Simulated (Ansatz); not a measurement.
Relaxation of ClH$_{7}$OW (10 atoms, charge 0, multiplicity 1), to a largest force component of 0.03 eV/Å in at most 50 steps.

Method: RKS BLYP/def2-SVP (Ansatz).

```xyz
10
Properties=species:S:1:pos:R:3:forces:R:3
W -0.131 -0.399 0.079 -0.22 0.24 0.06
H -0.062 0.240 1.677 0.11 -0.09 0.04
H 1.300 -0.499 -0.819 -0.02 0.00 0.00
H 0.832 0.991 0.241 -0.02 0.02 0.00
Cl -2.256 -0.793 -0.736 0.02 -0.03 -0.04
H 0.661 -1.920 0.108 0.01 -0.02 0.00
H 0.053 0.616 -1.241 0.01 0.00 -0.01
O -1.861 2.006 1.085 0.38 -0.51 0.23
H -2.690 1.487 1.018 0.00 0.04 -0.01
H -1.376 1.549 1.821 -0.28 0.36 -0.28
```

Q: Where does it end, and by what steps?

A: The forces met the threshold. After 17 steps the energy has fallen by 0.470 eV; H3 moved furthest, 0.71 Å. Joined: W1–O8 (3.13 → 2.48 Å).

| step | energy less start (eV) | largest force component (eV/Å) | accepted |
| --- | --- | --- | --- |
| 0 | 0.0000 | 0.509 | yes |
| 1 | -0.0391 | 1.834 | yes |
| 2 | -0.1214 | 2.432 | yes |
| 3 | -0.2357 | 1.853 | yes |
| 4 | -0.3084 | 0.909 | yes |
| 5 | -0.3462 | 0.390 | yes |
| 6 | -0.3705 | 0.244 | yes |
| 7 | -0.3958 | 0.312 | yes |
| 8 | -0.4183 | 0.354 | yes |
| 9 | -0.4419 | 1.024 | yes |
| 10 | -0.4510 | 0.307 | yes |
| 11 | -0.4396 | 0.931 | no |
| 12 | -0.4634 | 0.199 | yes |
| 13 | -0.4667 | 0.286 | yes |
| 14 | -0.4670 | 0.152 | yes |
| 15 | -0.4690 | 0.102 | yes |
| 16 | -0.4696 | 0.034 | yes |
| 17 | -0.4697 | 0.019 | yes |

```xyz
10
Properties=species:S:1:pos:R:3
W -0.190 -0.176 -0.006
H 0.217 -0.363 1.635
H 0.815 -0.829 -1.219
H 0.531 1.180 0.749
Cl -2.325 -0.916 -0.520
H 0.712 -1.589 0.300
H 0.473 1.020 -1.015
O -1.737 1.598 0.763
H -2.636 1.285 0.998
H -1.391 2.069 1.547
```

Whether the end is a true minimum wasn't checked by a vibrational analysis.

Time of the run: 44 s on 2 threads of Arm Neoverse V1 (shared host), peak memory 0.14 GiB.
